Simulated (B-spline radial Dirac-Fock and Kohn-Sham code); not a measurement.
# Magnetic form factor of the 3d shell of Au⁵⁶⁺

System: the Au⁵⁶⁺ ion, configuration [Ar] 3d5.

Level of theory: configuration-average Dirac-Fock orbitals; a radial atomic solver. ⟨j_K⟩ is the integral of the 3d radial density with the spherical Bessel function j_K(4πsr), s = sin θ/λ.

| s (Å⁻¹) | ⟨j0⟩ | ⟨j2⟩ | ⟨j4⟩ |
| --- | --- | --- | --- |
| 0 | 1.0000 | 0.0000 | 0.0000 |
| 0.06 | 0.9992 | 0.0003 | 0.0000 |
| 0.08 | 0.9987 | 0.0005 | 0.0000 |
| 0.1 | 0.9979 | 0.0008 | 0.0000 |
| 0.12 | 0.9970 | 0.0012 | 0.0000 |
| 0.15 | 0.9953 | 0.0019 | 0.0000 |
| 0.19 | 0.9925 | 0.0030 | 0.0000 |
| 0.23 | 0.9890 | 0.0044 | 0.0000 |
| 0.29 | 0.9826 | 0.0069 | 0.0000 |
| 0.36 | 0.9733 | 0.0106 | 0.0000 |
| 0.45 | 0.9586 | 0.0164 | 0.0001 |
| 0.55 | 0.9388 | 0.0242 | 0.0002 |
| 0.69 | 0.9053 | 0.0371 | 0.0006 |
| 0.86 | 0.8569 | 0.0554 | 0.0014 |
| 1.07 | 0.7873 | 0.0808 | 0.0031 |
| 1.33 | 0.6909 | 0.1140 | 0.0068 |

Radial moments of the shell: ⟨r²⟩ = 0.02834, ⟨r⁴⟩ = 0.001347, ⟨r⁶⟩ = 9.666e-05 in powers of bohr.

Values without a named source are computed, but for edge energies of neutral atoms, which are taken from tables.
